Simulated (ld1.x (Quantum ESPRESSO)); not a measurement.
## An all-electron radial function and its pseudo partner (Ho (Z = 67))

Columns: radius, all-electron u(r) and pseudo u(r) of the 5d shell (level -0.84 eV) of holmium in the configuration [Kr] 4d10 4f11 5s2 5p6 5d1 6s1 6p0; PBE, scalar-relativistic, PAW scheme, ld1.x (Quantum ESPRESSO) 7.5.

```csv
r (bohr),all-electron,pseudo
0.210,0.0498,0.0006
0.420,-0.1804,0.0048
0.630,-0.0997,0.0156
0.840,0.0805,0.0353
1.050,0.2376,0.0646
1.260,0.3486,0.1033
1.470,0.4194,0.1496
1.680,0.4605,0.2007
1.890,0.4815,0.2532
2.100,0.4893,0.3035
2.310,0.4887,0.3482
2.520,0.4829,0.3847
2.730,0.4740,0.4113
2.940,0.4633,0.4276
3.150,0.4517,0.4342
3.360,0.4395,0.4327
3.570,0.4270,0.4253
3.780,0.4144,0.4143
3.990,0.4015,0.4016
4.200,0.3885,0.3885
4.410,0.3753,0.3753
4.620,0.3621,0.3621
4.830,0.3488,0.3488
5.040,0.3355,0.3355
5.250,0.3224,0.3224
5.460,0.3094,0.3094
```

(1) How many radial nodes do the two functions have?

(2) At about which radius was the pseudo-wave matched?

(3) Is the pseudo-wave norm-conserving?

## Answers

(1) The all-electron 5d function has n − l − 1 = 2; the pseudo-wave has 0, since the states of the same l below it are removed with the core.

(2) 4.20 bohr. The columns agree to 0.0005 from 3.78 bohr on; several derivatives are matched, so the curves merge somewhat inside the radius.

(3) No, it belongs to a PAW set: the norm inside the radius is not constrained, and the difference is carried by the augmentation charge.
